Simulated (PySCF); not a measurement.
C4H9FO2Si3.
Structure used (GFN2-xTB), in Å, numbered top down from 1:
```
atom  x, y, z in Å
C1     2.1168   -2.3539    0.0403
C2     0.8397   -2.0200    0.1046
F3    -0.0893   -3.0172    0.2391
Si4    0.0197   -0.3085    0.0422
C5     1.3913    1.0294   -0.1875
C6     0.9064    2.4405   -0.3821
O7     2.5652    0.7382   -0.1745
Si8   -1.7184    0.0750    1.6036
O9    -2.7050    0.1169    0.2709
Si10  -1.9895   -0.1560   -1.2025
H11    2.4458   -3.3789    0.0902
H12    2.8580   -1.5851   -0.0630
H13    0.1682    2.6851    0.3776
H14    1.7334    3.1460   -0.3444
H15    0.4214    2.5062   -1.3544
H16   -1.8484    1.3838    2.2447
H17   -2.2215   -0.9885    2.4635
H18   -2.2678    1.0314   -2.0110
H19   -2.6358   -1.3352   -1.7647
```

NICS is the negative of the GIAO shielding at a point without a nucleus: at the ring centre (0) and 1 Å above and below it (1); zz is the component along the ring normal. Level: GIAO PBE0/pcSseg-1 (PySCF, non-relativistic, gas phase) on the GFN2-xTB geometry, one conformer.

Ring bond lengths (Å), with Mayer bond orders in brackets: Si4–Si8 2.368 (0.84), Si8–O9 1.659 (0.93), O9–Si10 1.661 (0.92), Si10–Si4 2.368 (0.84).

Problem. Give the NICS values of each ring in ppm.

Solution. 
```tsv
ring	type	NICS(0)	NICS(1), two faces	NICS(1)zz, two faces	rms pucker (Å)	centre to ring atoms, mean (Å)
Si4–Si8–O9–Si10	4-membered ring with O and 3 Si; formal bonds all single	0.6	-0.4 / 0.0	3.7 / 2.9	0.01	1.41
```

Problem. What do they say, and how far can they be read as aromaticity?

Solution. 
- Si4–Si8–O9–Si10: mean NICS(1)zz 3.3 ppm, deshielded. Si4, Si8, Si10 have four or more neighbours, and the NICS criterion for π rings isn't applied.

Problem. Give the inner angles of the rings and the Hirshfeld charges of the ring atoms.

Solution. 
- Si4–Si8–O9–Si10: Si4 73.3° (+0.177 e), Si8 84.9° (+0.321 e), O9 116.9° (-0.331 e), Si10 84.8° (+0.319 e); sum 360.0° against 360° for a flat convex ring.
